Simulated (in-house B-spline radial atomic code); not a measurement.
Binding energies in Tc⁺

NIST's tabulated ground configuration is [Kr] 4d5 5s1; each binding energy is the energy of the ion with one electron taken from that subshell, relaxed, less that of the parent. Level of theory: Dirac-Hartree-Fock, average of configuration, Fermi nucleus of rms radius 4.41117 fm; calculated with a radial B-spline atomic code at the basis-set limit. Energies include first-order Breit, QED and recoil terms.

```json
{"subshell": "2p1/2", "X-ray name": "L2", "binding energy (eV)": "2815.3", "-ε (eV)": "2854.9", "relaxation (eV)": "34.1"}
{"subshell": "2p3/2", "X-ray name": "L3", "binding energy (eV)": "2698.9", "-ε (eV)": "2735.9", "relaxation (eV)": "33.3"}
{"subshell": "3p1/2", "X-ray name": "M2", "binding energy (eV)": "470", "-ε (eV)": "483.1", "relaxation (eV)": "12.3"}
{"subshell": "3p3/2", "X-ray name": "M3", "binding energy (eV)": "450", "-ε (eV)": "462.5", "relaxation (eV)": "12.0"}
{"subshell": "4p1/2", "X-ray name": "N2", "binding energy (eV)": "63.15", "-ε (eV)": "66.18", "relaxation (eV)": "2.95"}
{"subshell": "4p3/2", "X-ray name": "N3", "binding energy (eV)": "60.22", "-ε (eV)": "63.07", "relaxation (eV)": "2.81"}
{"subshell": "4d", "X-ray name": "N4,5", "binding energy (eV)": "18.15", "-ε (eV)": "19.69", "relaxation (eV)": "1.56"}
{"subshell": "5s", "X-ray name": "O1", "binding energy (eV)": "13.51", "-ε (eV)": "13.65", "relaxation (eV)": "0.13"}
```

Relaxation = -ε minus the binding energy without Breit, QED and recoil terms.

Task: What does it cost to remove both a 4p3/2 and a 4d electron?

Result: 91.479 eV, which is 13.11 eV more than the two single binding energies together.
